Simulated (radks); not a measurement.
Computed order of ionisation of erbium. At each step one electron was removed from each of the four highest sub-shells of the ion before, moves of one valence electron (up to charge 6) and the configuration listed by NIST were tried, and the lowest configuration was kept. All-electron calculation, Dirac Kohn-Sham, relativistic LDA (MacDonald-Vosko exchange, VWN5 correlation), spin-unpolarised, spherical densities, finite nucleus; Fermi nuclear charge, rms radius of each element as measured or else 0.836 A^(1/3) + 0.57 fm. Program: a radial shooting solver on a logarithmic mesh with Libxc functionals. Sub-shells are occupied by j as written (lower j first in brackets).

| species | lowest configuration found | NIST configuration | margin to the next tried (eV) | IE (eV) | NIST IE (eV) | kind |
|---|---|---|---|---|---|---|
| Er | [Xe] 4f(5/2: 6, 7/2: 6) 6s2 | same | 2.684 | 6.582 | 6.108 | exp. |
| Er+ | [Xe] 4f(5/2: 6, 7/2: 6) 6s1 | same | 2.210 | 12.130 | 11.92 | semi-emp. |
| Er2+ | [Xe] 4f(5/2: 6, 7/2: 6) | same | 5.531 | 26.052 | 22.70 | semi-emp. |
| Er3+ | [Xe] 4f(5/2: 6, 7/2: 5) | same | 1.161 | 45.459 | 42.42 | semi-emp. |
| Er4+ | [Xe] 4f(5/2: 6, 7/2: 4) | same | 1.234 | 67.340 | - |  |
| Er5+ | [Xe] 4f(5/2: 6, 7/2: 3) | [Kr] 4d10 4f(5/2: 6, 7/2: 4) 5s2 5p(1/2: 2, 3/2: 3) lies 9.996 eV higher | 1.308 | 91.351 | 96 | theory |
| Er6+ | [Xe] 4f(5/2: 6, 7/2: 2) | differs (not computed) | 1.384 | 113.39 | 114 | theory |
| Er7+ | [Kr] 4d10 4f(5/2: 6, 7/2: 2) 5s2 5p(1/2: 2, 3/2: 3) | differs (not computed) | 3.886 | 130.33 | 131 | theory |
| Er8+ | [Kr] 4d10 4f(5/2: 6, 7/2: 2) 5s2 5p(1/2: 2, 3/2: 2) | differs (not computed) | 6.427 | 147.71 | 158 | theory |
| Er9+ | [Kr] 4d10 4f(5/2: 6, 7/2: 2) 5s2 5p(1/2: 2, 3/2: 1) | differs (not computed) | 8.838 | 165.48 | 177 | theory |
| Er10+ | [Kr] 4d10 4f(5/2: 6, 7/2: 2) 5s2 5p(1/2: 2, 3/2: 0) | differs (not computed) | 9.238 | 193.24 | 201 | theory |
| Er11+ | [Kr] 4d10 4f(5/2: 6, 7/2: 2) 5s2 5p(1/2: 1, 3/2: 0) | differs (not computed) | 5.649 | 212.53 | 235 | theory |
| Er12+ | [Kr] 4d10 4f(5/2: 6, 7/2: 2) 5s2 | same | 8.906 | 244.52 | 268 | theory |
| Er13+ | [Kr] 4d10 4f(5/2: 6, 7/2: 1) 5s2 | same | 1.575 | 277.18 | 290 | theory |

Reference values: NIST Atomic Spectra Database (exp. = measured, semi-emp. = semi-empirical, theory = theoretical value adopted there). Spin polarisation and multiplet splitting are left out, so open shells lie too high by an amount that depends on their filling. Tried without a valid solution: [Xe] 4f(5/2: 6, 7/2: 7) 6s1.

Beside tabulated values, note that spin-unpolarised runs miss the spin-polarisation part of the exchange energy of open shells. No tabulated value is given for the 4+ ions of Nd, Pm and Eu to Yb, where it belongs to another shell than the one emptied here.
